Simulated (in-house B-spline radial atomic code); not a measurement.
## Zr28+: [Ne] 3s2 (with a hole in an inner shell)

All numbers are computed (Dirac-Hartree-Fock, average of configuration; Fermi nucleus of rms radius 4.2694 fm) with a B-spline radial code for spherical atoms, not measured.

Screening seen three ways: the hydrogenic charge with the same mean radius, Z_r = [3n² - l(l+1)]/(2<r>), the one with the same energy, Z_e = n√(-2ε), and Slater's rules. Values are occupation-weighted means over j. An effective charge above Z reflects the relativistic contraction of the inner shells.

| shell | electrons | ε (eV) | <r> (bohr) | Z_r | Z_e | Slater |
| --- | --- | --- | --- | --- | --- | --- |
| 1s | 2 | -19544 | 0.03703 | 40.51 | 37.90 | 39.70 |
| 2s | 2 | -3935.3 | 0.1588 | 37.78 | 34.01 | 35.85 |
| 2p | 6 | -3660.6 | 0.1387 | 36.04 | 32.81 | 35.85 |
| 3s | 2 | -1520.6 | 0.3922 | 34.42 | 31.71 | 30.85 |

The least bound orbital is 3s1/2 at -1521 eV, and it is also the most diffuse (<r> = 0.3922 bohr).

Spin-orbit splittings of the orbital energies (j = l + 1/2 above j = l - 1/2 when positive): 2p 89.46 eV.

For the 1s electron the small component carries 2.12 % of the norm, the zero-frequency Breit interaction raises the level by 32.33 eV, self-energy by 17.93 eV, and vacuum polarisation lowers it by 2.002 eV.
